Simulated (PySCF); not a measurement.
N,N-disilylmethanamine (CH₉NSi₂), SMILES CN([SiH3])[SiH3]. The structure is a stationary point at ωB97X-D3(BJ)/def2-SVP.

Calculation: ωB97X-D3(BJ)/def2-SVP run with PySCF.

Harmonic wavenumbers (cm⁻¹): 92, 97, 116, 195, 232, 266, 567, 665, 711, 733, 768, 936, 948, 949, 972, 985, 1004, 1023, 1142, 1186, 1230, 1464, 1483, 1495, 2220, 2223, 2238, 2246, 2271, 2285, 3028, 3109, 3129. Rotational constants (GHz): 6.139, 2.994, 2.140; symmetry number 1.

Question: Work out the zero-point energy and the ideal-gas rigid-rotor harmonic-oscillator thermochemistry at 298.15 K and 1 atm.

Answer: ZPE = ½ Σ hcν = ½ × 42005 cm⁻¹ = 251.24 kJ/mol. H − E(el) = 273.51 kJ/mol. Entropy in J/(mol K): translation 165.04, rotation 110.90, vibration 77.55, total 353.49. G − E(el) = 168.11 kJ/mol. Cp = 113.89 J/(mol K). Modes under 150 cm⁻¹ make the vibrational entropy uncertain.
